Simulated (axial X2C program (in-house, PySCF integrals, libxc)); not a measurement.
## CsBr⁺ along the bond: LDA, with spin–orbit coupling

Calculated with an in-house all-electron X2C program for linear molecules (integrals from PySCF). Two-component (2c) means X2C with spin–orbit coupling and atomic mean-field two-electron Coulomb and Gaunt terms. Basis: Cs dyall-cv3z [15s15p9d4f1g], Br dyall-cv3z [8s9p6d4f1g] (cores contracted in-house); Gaussian nuclei, density fitting, unrestricted open shells. Masses: Cs 132.905 u, Br 78.918 u.

State: Ω = 3/2 (⟨Sz⟩ = 0.50, ⟨Lz⟩ = 1.00 at LDA). Dipoles are positive if Br is the positive end and refer to the centre of mass.

Results along the bond:

| R (Å) | μ (D) | HOMO (eV) | LUMO (eV) |
| --- | --- | --- | --- |
| 3.312 | -4.274 | -12.03 | -11.86 |
| 3.464 | -4.643 | -11.89 | -11.69 |
| 3.579 | -4.920 | -11.77 | -11.56 |
| 3.693 | -5.197 | -11.65 | -11.45 |
| 3.807 | -5.474 | -11.54 | -11.33 |
| 3.940 | -5.796 | -11.41 | -11.21 |
| 4.074 | -6.117 | -11.28 | -11.09 |
| 4.245 | -6.526 | -11.11 | -10.94 |
| 4.454 | -7.019 | -10.93 | -10.78 |
| 4.759 | -7.716 | -10.68 | -10.56 |

Occupations by symmetry block were frozen at the best pattern of an incomplete PBE0 search. Density functionals use the spin component along the axis (collinear). PBE0 can misorder states that lie within some tenths of an eV, so this need not be the ground state of the molecule. The nearest other 2c determinant of the search, Ω = 1/2, lies 0.17 eV up at the distance of the search. The functionals have no current-density term, which raises determinants with orbital currents, atoms included.
